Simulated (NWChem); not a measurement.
System: aminoborane (BNH$_{4}$); SMILES NB

The following NWChem deck was run.

```
start job
memory heap 200 mb stack 900 mb global 1100 mb
geometry units angstroms noautoz
  B      0.000000     0.000000     0.775963
  N      0.000000     0.000000    -0.616822
  H      0.000000    -1.047360     1.355678
  H      0.000000     1.047360     1.355678
  H      0.000000     0.844686    -1.172770
  H      0.000000    -0.844686    -1.172770
end
basis spherical
  * library def2-svpd
end
dft
  xc xpbe96 cpbe96
  iterations 150
end
tddft
  cis
  nroots 6
  notriplet
end
task tddft energy
```

Output (shortened):

```
             Northwest Computational Chemistry Package (NWChem) 7.3.0
             --------------------------------------------------------

 C2V symmetry detected

                             Geometry "geometry" -> ""
                             -------------------------

 Output coordinates in angstroms (scale by  1.889725989 to convert to a.u.)

  No.       Tag          Charge          X              Y              Z
 ---- ---------------- ---------- -------------- -------------- --------------
    1 B                    5.0000     0.00000000     0.00000000     0.78047069
    2 N                    7.0000     0.00000000     0.00000000    -0.61231431
    3 H                    1.0000     0.00000000    -1.04736000     1.36018569
    4 H                    1.0000     0.00000000     1.04736000     1.36018569
    5 H                    1.0000     0.00000000     0.84468600    -1.16826231
    6 H                    1.0000     0.00000000    -0.84468600    -1.16826231

 Effective nuclear repulsion energy (a.u.)      32.1717341323

      Symmetry information
      --------------------

 Group name             C2v
 Group number             16
 Group order               4
 No. of unique centers     4

  pbe96 is a nonlocal functional; adding pw91lda local functional.

                                 NWChem DFT Module
                                 -----------------

 Summary of "ao basis" -> "ao basis" (spherical)
 ------------------------------------------------------------------------------
       Tag                 Description            Shells   Functions and Types
 ---------------- ------------------------------  ------  ---------------------
 B                         def2-svpd                 8       20   4s2p2d
 N                         def2-svpd                 8       20   4s2p2d
 H                         def2-svpd                 4        8   2s2p

      Symmetry analysis of basis
      --------------------------

        a1         32
        a2          8
        b1         12
        b2         20

            General Information
            -------------------
          SCF calculation type: DFT
          Wavefunction type:  closed shell.
          No. of atoms     :     6
          No. of electrons :    16
           Alpha electrons :     8
            Beta electrons :     8
          Charge           :     0
          Spin multiplicity:     1
          Use of symmetry is: off; symmetry adaption is: on
          Maximum number of iterations: 150
          AO basis - number of functions:    72
                     number of shells:    32
          Convergence on energy requested:  1.00D-06
          Convergence on density requested:  1.00D-05
          Convergence on gradient requested:  5.00D-04

              XC Information
              --------------
          PerdewBurkeErnzerhof Exchange Functional  1.000
            Perdew 1991 LDA Correlation Functional  1.000 local
           PerdewBurkeErnz. Correlation Functional  1.000 non-local

             Grid Information
             ----------------
          Grid used for XC integration:  medium
          Radial quadrature: Mura-Knowles
          Angular quadrature: Lebedev.
          Tag              B.-S. Rad. Rad. Pts. Rad. Cut. Ang. Pts.
          ---              ---------- --------- --------- ---------
          B                   0.85       49           8.0       434
          N                   0.65       49           8.0       434
          H                   0.35       45          10.0       434
          Grid pruning is: on
          Number of quadrature shells:   278
          Spatial weights used:  Erf1

      Superposition of Atomic Density Guess
      -------------------------------------

 Sum of atomic energies:         -80.74579568

      Non-variational initial energy
      ------------------------------

 Total energy =     -81.713124
 1-e energy   =    -170.909243
 2-e energy   =      57.024385
 HOMO         =      -0.390512
 LUMO         =       0.015589

      Symmetry analysis of molecular orbitals - initial
      -------------------------------------------------

  Numbering of irreducible representations:

     1 a1          2 a2          3 b1          4 b2

  Orbital symmetries:

     1 a1          2 a1          3 a1          4 a1          5 b2
     6 a1          7 b1          8 b2          9 b1         10 a1
    11 a1         12 b2         13 a1         14 a1         15 b2
    16 a2         17 b1         18 b2

 !! scf_movecs_sym_adapt:    2 vectors were symmetry contaminated

  Symmetry fudging

   convergence    iter        energy       DeltaE   RMS-Dens  Diis-err
 ---------------- ----- ----------------- --------- --------- ---------
 d= 0,ls=0.0,diis     1    -81.8335143815 -1.14D+02  1.43D-02  2.47D-01
 d= 0,ls=0.0,diis     2    -81.8188199412  1.47D-02  6.08D-03  3.85D-01
 d= 0,ls=0.0,diis     3    -81.8561150842 -3.73D-02  1.87D-03  6.12D-02
 d= 0,ls=0.0,diis     4    -81.8634024786 -7.29D-03  2.92D-04  5.42D-04
 d= 0,ls=0.0,diis     5    -81.8634693668 -6.69D-05  1.13D-04  4.51D-05
  Resetting Diis
 d= 0,ls=0.0,diis     6    -81.8634767439 -7.38D-06  2.64D-05  2.08D-06
 d= 0,ls=0.0,diis     7    -81.8634770951 -3.51D-07  1.85D-06  5.01D-09

         Total DFT energy =      -81.863477095057
      One electron energy =     -173.016676864783
           Coulomb energy =       71.293908482319
    Exchange-Corr. energy =      -12.312442844902
 Nuclear repulsion energy =       32.171734132309

 Numeric. integr. density =       16.000000503567

                  Occupations of the irreducible representations
                  ----------------------------------------------

                     irrep           alpha         beta
                     --------     --------     --------
                     a1                5.0          5.0
                     a2                0.0          0.0
                     b1                1.0          1.0
                     b2                2.0          2.0

                       DFT Final Molecular Orbital Analysis
                       ------------------------------------

 Vector    6  Occ=2.000000D+00  E=-3.453926D-01  Symmetry=a1
              MO Center=  1.2D-11, -9.2D-10,  9.3D-01, r^2= 1.8D+00
   Bfn.  Coefficient  Atom+Function         Bfn.  Coefficient  Atom+Function
  ----- ------------  ---------------      ----- ------------  ---------------
    24      0.469770  2 N  s                  7     -0.395548  1 B  pz
    27      0.284173  2 N  pz                10      0.278876  1 B  pz
    41      0.256193  3 H  s                 49      0.256193  4 H  s
     2      0.131530  1 B  s                 22     -0.131301  2 N  s
     1      0.102337  1 B  s                 57      0.092748  5 H  s

 Vector    7  Occ=2.000000D+00  E=-2.762035D-01  Symmetry=b2
              MO Center= -6.1D-12,  1.5D-09,  1.0D+00, r^2= 1.9D+00
   Bfn.  Coefficient  Atom+Function         Bfn.  Coefficient  Atom+Function
  ----- ------------  ---------------      ----- ------------  ---------------
     6      0.408557  1 B  py                41      0.327489  3 H  s
    49     -0.327489  4 H  s                  9     -0.295749  1 B  py
    58      0.137364  5 H  s                 66     -0.137364  6 H  s
    57      0.132813  5 H  s                 65     -0.132813  6 H  s
    26     -0.116952  2 N  py                47     -0.044299  3 H  py

 Vector    8  Occ=2.000000D+00  E=-2.703423D-01  Symmetry=b1
              MO Center=  7.3D-11, -2.1D-10, -4.0D-01, r^2= 1.2D+00
   Bfn.  Coefficient  Atom+Function         Bfn.  Coefficient  Atom+Function
  ----- ------------  ---------------      ----- ------------  ---------------
    25      0.544695  2 N  px                28     -0.352323  2 N  px
     5      0.240129  1 B  px                 8     -0.113388  1 B  px
    62     -0.035860  5 H  px                70     -0.035860  6 H  px
    14     -0.031881  1 B  d  1              19     -0.030452  1 B  d  1

[...]

                                NWChem TDDFT Module
                                -------------------

            General Information
            -------------------
           No. of orbitals :     144
            Alpha orbitals :      72
             Beta orbitals :      72
        Alpha frozen cores :       0
         Beta frozen cores :       0
     Alpha frozen virtuals :       0
      Beta frozen virtuals :       0
         Spin multiplicity :       1
    Number of AO functions :      72
        Use of symmetry is : off
      Symmetry adaption is : on
         Schwarz screening :  0.10D-07

              XC Information
              --------------
   PerdewBurkeErnzerhof Exchange Functional   1.00
     Perdew 1991 LDA Correlation Functional   1.00 local
    PerdewBurkeErnz. Correlation Functional   1.00 non-local

             TDDFT Information
             -----------------
          Calculation type : Tamm-Dancoff TDDFT
         Wavefunction type : Restricted singlets
          No. of electrons :      16
           Alpha electrons :       8
            Beta electrons :       8
              No. of roots :       6
          Max subspacesize :    5200
            Max iterations :     100
               Target root :       1
           Target symmetry : none
      Symmetry restriction : off
                 Algorithm : Optimal
        Davidson threshold :  0.10D-03

    6 smallest eigenvalue differences (eV)
--------------------------------------------------------
  No. Spin  Occ  Vir  Irrep   E(Occ)    E(Vir)   E(Diff)
--------------------------------------------------------
    1    1    8    9 a1       -0.270    -0.030     6.549
    2    1    7    9 a2       -0.276    -0.030     6.709
    3    1    8   10 b1       -0.270    -0.004     7.255
    4    1    7   10 b2       -0.276    -0.004     7.414
    5    1    6    9 b1       -0.345    -0.030     8.592
    6    1    8   11 b1       -0.270     0.048     8.653
--------------------------------------------------------

  Entering Davidson iterations
  Restricted singlet excited states

  Iter   NTrls   NConv    DeltaV     DeltaE      Time
  ----  ------  ------  ---------  ---------  ---------
    1      6       0     0.23E+00   0.10+100        1.8
    2     12       0     0.67E-01   0.25E-01        1.4
    3     18       3     0.24E-01   0.13E-01        1.5
    4     21       5     0.59E-02   0.14E-02        1.0
    5     22       5     0.91E-03   0.40E-04        0.7
    6     23       5     0.11E-03   0.11E-05        0.6
    7     24       6     0.44E-04   0.14E-07        0.6
  ----  ------  ------  ---------  ---------  ---------
  Convergence criterion met

  Ground state a1        -81.863477095057 a.u.

  ----------------------------------------------------------------------------
  Root   1 singlet a2             0.254885481 a.u.                6.9358 eV
  ----------------------------------------------------------------------------
     Transition Moments    X  0.00000   Y  0.00000   Z  0.00000
     Dipole Oscillator Strength                    0.0000000000
     Electric Quadrupole                           0.0000001623
     Magnetic Dipole                               0.0000039949
     Total Oscillator Strength                     0.0000041572

     Occ.    7  b2  ---  Virt.    9  b1      -0.99906
  ----------------------------------------------------------------------------
  Root   2 singlet b1             0.270443494 a.u.                7.3591 eV
  ----------------------------------------------------------------------------
     Transition Moments    X -0.53302   Y -0.00000   Z -0.00000
     Dipole Oscillator Strength                    0.0512237043
     Electric Quadrupole                           0.0000000690
     Magnetic Dipole                               0.0000000559
     Total Oscillator Strength                     0.0512238292

     Occ.    8  b1  ---  Virt.   10  a1      -0.99728
     Occ.    8  b1  ---  Virt.   11  a1       0.05747
  ----------------------------------------------------------------------------
  Root   3 singlet b2             0.273231229 a.u.                7.4350 eV
  ----------------------------------------------------------------------------
     Transition Moments    X -0.00000   Y  0.19244   Z -0.00000
     Dipole Oscillator Strength                    0.0067455448
     Electric Quadrupole                           0.0000001855
     Magnetic Dipole                               0.0000019098
     Total Oscillator Strength                     0.0067476401

     Occ.    7  b2  ---  Virt.   10  a1       0.99973
  ----------------------------------------------------------------------------
  Root   4 singlet a1             0.300003580 a.u.                8.1635 eV
  ----------------------------------------------------------------------------
     Transition Moments    X -0.00000   Y  0.00000   Z  1.14130
     Dipole Oscillator Strength                    0.2605176780
     Electric Quadrupole                           0.0000000375
     Magnetic Dipole                               0.0000000000
     Total Oscillator Strength                     0.2605177155

     Occ.    4  a1  ---  Virt.   10  a1      -0.05233
     Occ.    5  b2  ---  Virt.   16  b2       0.05340
     Occ.    6  a1  ---  Virt.   10  a1      -0.15533
     Occ.    7  b2  ---  Virt.   12  b2       0.05569
     Occ.    7  b2  ---  Virt.   18  b2       0.10994
     Occ.    8  b1  ---  Virt.    9  b1      -0.94370
     Occ.    8  b1  ---  Virt.   17  b1       0.14976
     Occ.    8  b1  ---  Virt.   20  b1      -0.10954
     Occ.    8  b1  ---  Virt.   27  b1       0.05096
  ----------------------------------------------------------------------------
  Root   5 singlet b1             0.319637436 a.u.                8.6978 eV
  ----------------------------------------------------------------------------
     Transition Moments    X  0.12796   Y  0.00000   Z -0.00000
     Dipole Oscillator Strength                    0.0034892593
     Electric Quadrupole                           0.0000001274
     Magnetic Dipole                               0.0000001275
     Total Oscillator Strength                     0.0034895142

     Occ.    6  a1  ---  Virt.    9  b1       0.10077
     Occ.    8  b1  ---  Virt.   10  a1      -0.05328
     Occ.    8  b1  ---  Virt.   11  a1      -0.99229
  ----------------------------------------------------------------------------
  Root   6 singlet b1             0.333511638 a.u.                9.0753 eV
  ----------------------------------------------------------------------------
     Transition Moments    X  0.38487   Y  0.00000   Z -0.00000
     Dipole Oscillator Strength                    0.0329334337
     Electric Quadrupole                           0.0000006345
     Magnetic Dipole                               0.0000061370
     Total Oscillator Strength                     0.0329402053

     Occ.    4  a1  ---  Virt.    9  b1      -0.12655
     Occ.    6  a1  ---  Virt.    9  b1       0.96303
     Occ.    7  b2  ---  Virt.   15  a2      -0.12867
     Occ.    8  b1  ---  Virt.   11  a1       0.09998
     Occ.    8  b1  ---  Virt.   13  a1       0.12376
     Occ.    8  b1  ---  Virt.   14  a1       0.09051

              Target root =      1
          Target symmetry = none
      Ground state energy =    -81.863477095057
        Excitation energy =      0.254885481349
     Excited state energy =    -81.608591613708

  stored tddft:energy   -81.608591613707901
```

Level: PBE/def2-SVPD, TDA. The geometry was optimised at B3LYP/6-31G* (spherical d).
